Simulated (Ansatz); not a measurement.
Abridged output of a molecular run in Ansatz:

```
Functional definition: HF
1406 factors; integrals over basis functions are off by at most 1.2e-3 eV
mean field evaluation 1: about -20215.8558 eV, gradient 5.9e1 eV
mean field evaluation 2: about -20217.0516 eV, gradient 6.1e1 eV
mean field evaluation 4: about -20223.7517 eV, gradient 4.7e0 eV
mean field evaluation 8: about -20223.8758 eV, gradient 5.8e-1 eV
mean field evaluation 16: about -20223.8770 eV, gradient 1.1e-6 eV
mean field -20223.87703429 eV, -743.2137727741 hartree, gradient 1.1e-6 eV, S^2 0.000000; 0 other end points of the search recorded, 0 dependent functions left out
14 core orbitals not correlated: weight in the atoms' cores, before any rotation towards them, 1.000 or more for the frozen orbitals, at most 0.000 for the correlated occupied ones
reference -20223.87703429 eV, -743.2137727741 hartree; 24, 24 occupied and 106, 106 virtual orbitals, 1406 factors
second order -38.11454423 eV of doubles, -0.00000000 eV of singles
cycle   1  -36.62588672 eV  change     1.5e0 eV  update   1.9e-1
cycle   2  -37.85742163 eV  change    -1.2e0 eV  update   6.3e-2
cycle   3  -38.13692546 eV  change   -2.8e-1 eV  update   2.8e-2
cycle   4  -38.11933188 eV  change    1.8e-2 eV  update   5.9e-3
cycle   5  -38.11250253 eV  change    6.8e-3 eV  update   2.4e-3
cycle   6  -38.11377631 eV  change   -1.3e-3 eV  update   6.6e-4
cycle   7  -38.11352140 eV  change    2.5e-4 eV  update   2.4e-4
cycle   8  -38.11335879 eV  change    1.6e-4 eV  update   9.1e-5
cycle   9  -38.11337204 eV  change   -1.3e-5 eV  update   3.9e-5
perturbative correction -1.55180178 eV, -0.0570276636 hartree
Total energy: -20263.54220811 eV, -744.6714410259 hartree
```

Its atoms:

Cartesian coordinates in Å:
```
O -0.7683 4.0035 -0.4203
C -0.5537 2.8671 -0.3006
N -0.3334 1.6979 -0.1775
Al -0.0020 -0.0047 0.0012
N -1.3152 -1.1518 0.0148
C -2.2198 -1.9343 0.0225
O -3.0989 -2.6953 0.0301
N 1.6426 -0.5603 0.1661
C 2.7744 -0.9306 0.2776
O 3.8744 -1.2914 0.3861
```

Task: Which basis set was used?
A. cc-pV(Q+d)Z
B. def2-SVP
C. def2-QZVPP
D. def2-SVPD

Result: B. It gives 144 functions.

Task: Write the keys of the input that set method, charge and spin (a neutral closed shell needs none for the last two).

Result: 
```yaml
correlation: {method: ccsd_t}
```
